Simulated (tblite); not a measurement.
C4H4F4Se.
Geometry (GFN2-xTB, Å), atoms numbered from 1 in this order:
```
atom  x, y, z in Å
F1     3.2747    0.9155   -1.0965
C2     2.7907   -0.0858   -0.3414
C3     1.5125   -0.0839    0.0008
Se4    0.3744    1.3160   -0.5858
C5    -1.2863    0.6680    0.2459
C6    -1.8986   -0.4320   -0.5836
F7    -2.1358   -0.0447   -1.8407
F8    -1.1132   -1.5172   -0.6539
F9    -3.0727   -0.8492   -0.0781
H10    3.5363   -0.8202   -0.0810
H11    1.0869   -0.8718    0.5979
H12   -1.0876    0.3025    1.2540
H13   -1.9859    1.5033    0.2835
```

Level: GFN2-xTB in tblite, geometry and Hessian alike; calculated harmonic values, unscaled, isolated species. This tight-binding method is rough: wavenumbers can miss measured ones by several per cent, in bad cases by 10 to 20. One conformer, not necessarily the lowest.

Harmonic wavenumbers (cm⁻¹): 27.1, 36.5, 77.7, 106.3, 121.5, 170.5, 284.6, 334.0, 381.0, 463.4, 470.9, 513.3, 566.7, 642.7, 697.3, 726.9, 781.8, 803.4, 820.8, 985.0, 1013.8, 1034.6, 1138.3, 1160.3, 1167.0, 1199.9, 1219.1, 1390.3, 1647.1, 2983.7, 3001.0, 3088.6, 3105.0.

A = 2521, B = 618.0, C = 560.6 MHz; mass 207.941 u (most abundant isotopes); point group C1, symmetry number 1.

**Question.** Zero-point energy?

**Answer.** ½Σν̃ = 16080 cm⁻¹ = 192.36 kJ/mol.

**Question.** What is S at 400 K and 1 bar for an ideal gas of classical rigid rotors and harmonic oscillators?

**Answer.** Translation 181.53, rotation 130.39, vibration 176.25: S = 488.2 J/(mol K).

**Question.** And Cp and H(400 K) − H(0)?

**Answer.** Cp = 181.09 J/(mol K), of which vibrations give 147.84 (their classical limit is 33 R = 274.4); H(400 K) − H(0) = 46.33 kJ/mol without the zero-point energy, 33.02 from vibrations.

**Question.** Which modes carry the vibrational entropy at 400 K?

**Answer.** 27.1 cm⁻¹: 27.67; 36.5 cm⁻¹: 25.20; 77.7 cm⁻¹: 18.94; 106.3 cm⁻¹: 16.36; 121.5 cm⁻¹: 15.26; 170.5 cm⁻¹: 12.51 J/(mol K); the other 27 give 60.31 together.

**Question.** How do the functions run with temperature in this model?

**Answer.** 
```json
{"T (K)": "150", "S (J/(mol K))": "354.6", "Cp (J/(mol K))": "99.7", "H − H(0) (kJ/mol)": "10.61", "G − H(0) (kJ/mol)": "-42.58", "ln q(vib)": "4.55"}
{"T (K)": "250", "S (J/(mol K))": "414.0", "Cp (J/(mol K))": "135.6", "H − H(0) (kJ/mol)": "22.39", "G − H(0) (kJ/mol)": "-81.11", "ln q(vib)": "7.39"}
{"T (K)": "298.15", "S (J/(mol K))": "439.3", "Cp (J/(mol K))": "151.8", "H − H(0) (kJ/mol)": "29.31", "G − H(0) (kJ/mol)": "-101.66", "ln q(vib)": "8.67"}
{"T (K)": "600", "S (J/(mol K))": "569.6", "Cp (J/(mol K))": "219.7", "H − H(0) (kJ/mol)": "86.76", "G − H(0) (kJ/mol)": "-255.01", "ln q(vib)": "15.98"}
{"T (K)": "900", "S (J/(mol K))": "665.3", "Cp (J/(mol K))": "251.2", "H − H(0) (kJ/mol)": "157.90", "G − H(0) (kJ/mol)": "-440.90", "ln q(vib)": "22.16"}
```

q(vib) and H(0) count from the zero-point level.

**Question.** Blend soft modes into free rotors: weight 1/[1 + (100 cm⁻¹/ν̃)⁴] for the oscillator and the rest for a rotor with moment μB/(μ + B), μ = h/(8π²ν), B = 10⁻⁴⁴ kg m². What vibrational entropy results?

**Answer.** 153.49 J/(mol K) in place of 176.25, which changes −T·S at 400 K by +9.11 kJ/mol.

**Question.** What must be added to the electronic energy to get the Gibbs energy at 400 K and 1 bar?

**Answer.** ZPE + [H(400 K) − H(0)] − T·S = 192.36 + 46.33 − 195.27 = 43.42 kJ/mol.

Hindered rotation and anharmonicity are outside this model. Other conformers, if any are populated, would add a mixing term that is left out. The structure is chiral; the term R ln 2 for an equal mix with its mirror image is left out.
